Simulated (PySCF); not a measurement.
Se(OH)(OSiH3), H4O2SeSi, SMILES [SiH3]O[Se]O, CAM-B3LYP/def2-SVP optimised geometry.

```
8

Se    -1.84     1.41     0.22
O     -1.98     1.37     1.99
H     -2.22     0.47     2.27
O     -0.13     0.91     0.00
Si     0.36    -0.70     0.00
H     -0.16    -1.39     1.22
H      1.84    -0.70     0.00
H     -0.16    -1.41    -1.20
```

Density from PySCF with CAM-B3LYP/def2-TZVP at that geometry.

Minimum of the electron density along straight lines between bonded atoms, close to the bond critical point (lines longer than 1.1 times the sum of covalent radii, or with two minima, are not listed):

```
bond    length / Å  ρ at the minimum / e bohr⁻³  ∇²ρ there / e bohr⁻⁵  position (fraction from the first atom)
------  ----------  ---------------------------  --------------------  ---------------------------------------
Se1–O2       1.782                        0.168                  0.22                                     0.47
O2–H3        0.968                        0.355                   ___                                     0.80
Se1–O4       1.797                        0.160                  0.21                                     0.47
O4–Si5       1.677                        0.130                  0.70                                     0.59
Si5–H6       1.491                        0.122                  0.13                                     0.49
Si5–H7       1.483                        0.125                   ___                                     0.49
Si5–H8       1.489                        0.124                  0.13                                     0.49
```

Task: Complete the blanks.

Result: 
- O2–H3, ∇²ρ there / e bohr⁻⁵: -2.40
- Si5–H7, ∇²ρ there / e bohr⁻⁵: 0.14
